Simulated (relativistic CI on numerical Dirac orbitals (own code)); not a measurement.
**Radial parameters of Pb XXII**

These numbers are calculated, not measured: Dirac-Coulomb-Breit CI, orbitals from a KLI potential per configuration, QED by a radiative potential, unscaled Slater integrals (own radial code, finite nucleus).

Slater integrals F^k, G^k are unscaled and averaged over j, outside the closed core [Kr]; ζ comes from projecting the Hamiltonian with its Breit term on Σ l·s of the shell.

- 4d¹⁰4f¹³5s²: ζ(4f) = 11581 cm⁻¹; <r>(4f) = 0.427, <r^2>(4f) = 0.2134 (bohr units).
- 4d¹⁰4f¹³5s5p: ζ(4f) = 11630, G^3(4f,5s) = 38319, F^2(4f,5p) = 97417, G^2(4f,5p) = 32620, G^4(4f,5p) = 29687, G^1(5s,5p) = 166020, ζ(5p) = 174960 cm⁻¹; <r>(4f) = 0.4267, <r^2>(4f) = 0.213, <r>(5s) = 0.7661, <r^2>(5s) = 0.6533, <r>(5p) = 0.826, <r^2>(5p) = 0.7618 (bohr units).
- 4d¹⁰4f¹⁴5p: ζ(5p) = 170830 cm⁻¹; <r>(5p) = 0.8304, <r^2>(5p) = 0.77 (bohr units).

Averages of the first 10 configurations, taken without configuration mixing, which lowers the lowest level and can move excited configurations by several eV; other configurations of the list can lie among them:

| Configuration | Parity | States | Average energy above the lowest level (eV) |
| --- | --- | --- | --- |
| 4d¹⁰4f¹³5s² | odd | 14 | 41.8 |
| 4d¹⁰4f¹⁴5s | even | 2 | 0.2 |
| 4d¹⁰4f¹³5s5p | even | 168 | 108.3 |
| 4d¹⁰4f¹⁴5p | odd | 6 | 69.5 |
| 4d¹⁰4f¹³5s5d | odd | 280 | 200.6 |
| 4d¹⁰4f¹²5s²5p | odd | 546 | 156.1 |
| 4d¹⁰4f¹²5s5p² | even | 2730 | 225.6 |
| 4d¹⁰4f¹⁴5d | even | 10 | 159.1 |
| 4d¹⁰4f¹³5s5f | even | 392 | 294.3 |
| 4d⁹4f¹⁴5s² | even | 10 | 329.3 |
